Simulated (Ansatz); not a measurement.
This geometry of CH7AlGeS (11 atoms, charge 0, multiplicity 1) is a first-order saddle point.

Method: RKS LDA/def2-SVP in Ansatz 0.2.0.

```xyz
11
Properties=species:S:1:pos:R:3
S 1.316 1.922 -0.438
C 1.320 0.826 1.005
Al 0.083 -0.686 0.887
Ge -1.531 -0.753 -0.953
H 1.149 0.971 -1.407
H 0.965 1.446 1.863
H 2.351 0.504 1.284
H 0.171 -1.868 1.972
H -2.937 -1.189 -0.468
H -1.700 0.582 -1.713
H -1.122 -1.813 -2.010
```

**Question.** Which two structures does it join? (They come from a converged band through this point; their orientation in space is the band's.)

**Answer.** No bond is made or broken. The dihedral S1–C2–Al3–H8 goes from -94 to 86°.

Image 0:

```xyz
11
Properties=species:S:1:pos:R:3
S 0.436 1.908 0.756
C 1.599 0.470 0.756
Al -0.080 -0.507 1.013
Ge -1.264 -0.937 -1.078
H 0.029 1.783 -0.548
H 2.229 0.599 1.661
H 2.233 0.466 -0.152
H -0.534 -0.863 2.502
H -2.796 -0.715 -1.035
H -0.736 0.074 -2.144
H -1.051 -2.335 -1.709
```

Image 8:

```xyz
11
Properties=species:S:1:pos:R:3
S 2.154 0.221 0.068
C 0.835 1.356 0.700
Al -0.173 -0.324 0.749
Ge -1.521 -0.868 -1.207
H 2.559 -0.257 1.284
H 0.610 2.040 -0.144
H 1.190 1.937 1.574
H -0.020 -1.206 2.078
H -3.028 -0.564 -1.002
H -1.093 -0.037 -2.445
H -1.447 -2.355 -1.635
```

**Question.** How far does it lie above each of them?

**Answer.** 10.3 kcal/mol above the first and 9.9 kcal/mol above the second. This is the barrier of this one path; another mechanism may lie lower.

The run took 87 s on 2 threads of AMD EPYC 9B45 (Zen 5), on a shared host, peak memory 0.19 GiB.
